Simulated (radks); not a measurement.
The numbers below are computed, except where a source is named.
All-electron atom: Ce20+ in [Kr] 4d2 (the NIST ground configuration).

Level of theory: Dirac Kohn-Sham, PBE, spin-unpolarised, spherical densities, finite nucleus; open shells are shared between the two j in proportion to 2j + 1; Fermi nuclear charge, rms radius 4.8771 fm (a radial shooting solver on a logarithmic mesh with Libxc functionals).

Energy parts (hartree):
| part | energy |
|---|---|
| total | -8700.9718 |
| kinetic | 9346.7797 |
| electron-nucleus | -20449.8343 |
| Hartree | 2592.9536 |
| exchange-correlation | -190.8708 |

Orbitals (lengths in bohr, moments of r in powers of bohr; r(max) is where P^2 peaks):
orbital,occ.,eigenvalue (hartree),r(max),<r>,<1/r>,<r^4>
1s1/2,2,-1498.198,0.01574,0.02457,63.34,1.776e-06
2s1/2,2,-256.2983,0.08920,0.1047,14.94,0.0002912
2p1/2,2,-243.1360,0.06797,0.08789,14.92,0.0001832
2p3/2,4,-226.7089,0.07322,0.09408,13.52,0.0002283
3s1/2,2,-69.80802,0.2540,0.2766,5.427,0.01156
3p1/2,2,-64.25669,0.2406,0.2661,5.342,0.01069
3p3/2,4,-60.97751,0.2518,0.2779,4.992,0.01258
3d3/2,4,-51.34325,0.2019,0.2484,4.862,0.009424
3d5/2,6,-50.63279,0.2051,0.2521,4.773,0.009910
4s1/2,2,-27.27572,0.5734,0.5972,2.410,0.2253
4p1/2,2,-25.10757,0.5774,0.6047,2.332,0.2439
4p3/2,4,-24.25719,0.5977,0.6245,2.225,0.2761
4d3/2,0.8,-20.64886,0.5983,0.6359,2.084,0.3165
4d5/2,1.2,-20.47768,0.6042,0.6417,2.059,0.3274

The highest occupied level is 4d5/2 at -557.23 eV. The density falls to 0.001 e/bohr^3 at r = 1.55 bohr.
